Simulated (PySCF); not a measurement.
SMILES C#C/C=C\C(C)C, singlet, GFN2-xTB optimised geometry. Atoms within 1.6 Å of the plane z = 1.5 Å (x, y, z in Å): C1 (2.03, 0.81, -0.02), C2 (1.18, -0.05, -0.02), C3 (0.31, -1.15, 0.00), C4 (-1.03, -1.15, 0.00), C5 (-1.99, 0.00, 0.00), C6 (-2.74, 0.01, 1.34), H8 (2.73, 1.59, -0.03), H9 (0.83, -2.10, 0.02), H10 (-1.52, -2.12, 0.03), H12 (-3.23, -0.95, 1.52), H13 (-2.05, 0.20, 2.15), H14 (-3.50, 0.78, 1.34), H16 (-0.70, 1.64, 0.54).

Calculation: PBE0/def2-SVP (PySCF). Cells within 0.4 Å of a nucleus heavier than hydrogen are left out (blank, or x).

Map of the Laplacian of the electron density (e/bohr⁵), clipped to [-1.50, 1.50] on the plane z = 1.5 Å:

```
|666666666666666666666666666|
|666666666666666666666666666|
|666666666666666666666666666|
|666666666666666666666666666|
|666666666666666666666666666|
|666666666666666666666666666|
|666666666666666666666666666|
|666666666666666666666666666|
|666666666666666666666666666|
|666666666666666666666666666|
|666767776666666666666666666|
|666605777666666666666666666|
|666753967766666666666666666|
|66677xx47766666666666666666|
|666763777766666666666666666|
|666740677666666666666666666|
|666665776666666666666666666|
|666667666666666666666666666|
|666666666666666666666666666|
|666666666666666666666666666|
|666666666666666666666666666|
|666666666666666666666666666|
|666666666666666666666666666|
|666666666666666666666666666|
|666666666666666666666666666|
|666666666666666666666666666|
|666666666666666666666666666|
```
Scale: ten equal steps from -1.50 (start of '0') to 0.745 (end of '9'), in the order '0123456789'; x runs from -5.00 to 5.00, y from -5.00 (bottom) to 5.00 (top).
